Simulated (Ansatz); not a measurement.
Consider the atomization: `C=CC[Se]C=C` → 5 C• + 8 H• + Se•.

Computed with Ansatz on PBE0-D4/def2-TZVP structures; ΔE is electronic, products minus reactants. CCSD(T)/CBS adds triple-zeta CCSD(T) − MP2 to the extrapolated MP2 energy (def2 sets, frozen cores). This one scheme is used for every species, atoms too. Functionals use def2-TZVPP. B3LYP here is the variant with VWN-RPA as its local correlation; programs differ in this. No spin–orbit coupling; open shells (•) take unrestricted orbitals. Spin–orbit coupling would lower the free atoms: a little for C; clearly for Se. For Se outer-core shells are correlated without core-valence functions, so the limit isn't a true one: a few kJ/mol of doubt a bond, and 10 to 20 or more in all where bonds break to atoms. Scalar relativity is left out up to krypton. One conformer a species, not always the lowest.

`C=CC[Se]C=C`:

```xyz
14

C    -1.216   -0.883   -1.413
C    -1.367    0.226   -0.703
C    -0.325    1.272   -0.543
Se    0.108    1.637    1.331
C     1.136    0.120    1.772
C     1.535   -0.873    0.990
H    -2.013   -1.610   -1.501
H    -0.291   -1.102   -1.938
H    -2.305    0.412   -0.187
H    -0.680    2.243   -0.898
H     0.596    1.033   -1.076
H     1.404    0.139    2.825
H     1.279   -0.939   -0.059
H     2.139   -1.675    1.400
```

| level | ΔE (kJ/mol) | difference from CCSD(T)/CBS |
| --- | --- | --- |
| PBE-D4 | 5776.8 | 158.3 |
| r2SCAN-D4 | 5642.7 | 24.2 |
| PBE0-D4 | 5673.7 | 55.2 |
| B3LYP-D4 | 5629.2 | 10.7 |
| ωB97X-V | 5613.3 | -5.2 |
| ωB97M-V | 5620.6 | 2.1 |
| B2PLYP | 5566.3 | -52.2 |
| PBE | 5742.3 | 123.8 |
| r2SCAN | 5633.8 | 15.3 |
| PBE0 | 5644.3 | 25.8 |
| SCS-MP2/def2-TZVPP | 5536.0 | -82.5 |
| CCSD(T)/def2-TZVPP | 5488.2 | -130.3 |
| HF/def2-QZVPP | 4124.1 | -1494.4 |
| MP2/def2-QZVPP | 5651.8 | 33.3 |
| HF/CBS(def2) | 4124.8 | -1493.7 |
| CCSD/CBS(def2) | 5524.6 | -93.9 |
| CCSD(T)/CBS | 5618.5 | 0 |

Largest T1 diagnostic among the species: 0.011.

The D4 term adds +55.3 kJ/mol with B3LYP and +29.4 kJ/mol with PBE0; it sums over pairs of atoms, weighted by their polarisabilities, and B3LYP, whose exchange is more repulsive, gets the larger term. From PBE to PBE0 (25 % exact exchange), in def2-TZVPP and without D4, ΔE moves by −98.0 kJ/mol: exact exchange takes away binding that semilocal exchange gives to molecules.

For atomizations the MP2-based limit and the directly extrapolated one differ by several kJ/mol either way, and by 10 to 25 for some Ge, Se and Sn compounds, so smaller differences from it don't rank the levels.
